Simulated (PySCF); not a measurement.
## Electron correlation in Br(2+) (bromine, charge +2)

[Ar] 3d10 4s2 4p3, high-spin 4S determinant. Calculation: PySCF 2.14, in x2c-TZVPPall with one added diffuse shell each of s, p, d type (7s6p5d1f, 57 functions); the spin-free X2C one-electron Hamiltonian (Gaussian nucleus). Frozen: [Ne]; 23 electrons correlated.

```csv
level,correlation energy (mhartree)
CCSD,-262.46
(T),-6.09
CCSD(T),-268.55
```

Diagnostics: T1 = 0.0031, D1 = 0.0066, largest double amplitude 0.040.

Cost of the coupled-cluster step: roughly 17 core-seconds, for 23 correlated electrons.

Iterations:

```
CC2 = 0
CCSD nocc = (np.int64(13), np.int64(10)), nmo = (52, 52)
frozen orbitals [[0, 1, 2, 3, 4], [0, 1, 2, 3, 4]]
max_cycle = 100
direct = 0
conv_tol = 1e-08
conv_tol_normt = 1e-06
diis_space = 8
diis_start_cycle = 0
Init t2, MP2 energy = -0.263017707695385
Init E_corr(UCCSD) = -0.263017707696089
cycle = 1  E_corr(UCCSD) = -0.256047699723126  dE = 0.00697000797  norm(t1,t2) = 0.0383398
cycle = 2  E_corr(UCCSD) = -0.262518640755763  dE = -0.00647094103  norm(t1,t2) = 0.00917152
cycle = 3  E_corr(UCCSD) = -0.262089228965403  dE = 0.00042941179  norm(t1,t2) = 0.00267328
cycle = 4  E_corr(UCCSD) = -0.262468629840189  dE = -0.000379400875  norm(t1,t2) = 0.00086418
cycle = 5  E_corr(UCCSD) = -0.262458844422653  dE = 9.78541754e-06  norm(t1,t2) = 0.00010313
cycle = 6  E_corr(UCCSD) = -0.262456204924912  dE = 2.63949774e-06  norm(t1,t2) = 1.06077e-05
cycle = 7  E_corr(UCCSD) = -0.262456482891079  dE = -2.77966167e-07  norm(t1,t2) = 2.46603e-06
cycle = 8  E_corr(UCCSD) = -0.262456520566751  dE = -3.76756717e-08  norm(t1,t2) = 5.78002e-07
cycle = 9  E_corr(UCCSD) = -0.262456504398281  dE = 1.61684693e-08  norm(t1,t2) = 1.06543e-07
cycle = 10  E_corr(UCCSD) = -0.262456504587881  dE = -1.89599947e-10  norm(t1,t2) = 1.93997e-08
UCCSD converged
E(UCCSD) = -2603.540166383146  E_corr = -0.2624565045878812
UCCSD(T) correction = -0.00608980198542976
```

This basis was not built for core-valence correlation, so the inner-shell part is incomplete.
